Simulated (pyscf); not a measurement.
Structures and frequencies: ωB97X-D3(BJ)/def2-SVP in PySCF. Correlated levels are frozen-core, on RHF or UHF. ΔMP2 is the change of the MP2 total energy from the triple- to the quadruple-zeta basis.

Question: What is the homolytic dissociation enthalpy (298 K, CCSD(T)/def2-TZVPP + ΔMP2(QZVPP)) of the Al–As bond of `[AsH2][AlH][AsH2]`, to AsH₂• + [HAl–AsH₂]•?

Answer: Al–As to AsH₂• + [HAl–AsH₂]•: 275.3 kJ/mol. The radicals are drawn with the spin at the cut bond; how far it spreads was not checked. [HAl–AsH₂]• lies 36.9 kJ/mol over its isomer H₂Al–AsH• (electronic energy, ωB97M-D3(BJ)). The CCSD(T) − MP2 part came from Ansatz, without density fitting, on the same reference. The frozen core leaves the outer d or s,p core shells of the metals and heavy elements correlated in the MP2 and CC values, and def2-TZVPP describes them poorly, which can shift differences by a few kcal/mol. Elements up to Kr have no core potential and no relativistic terms here.
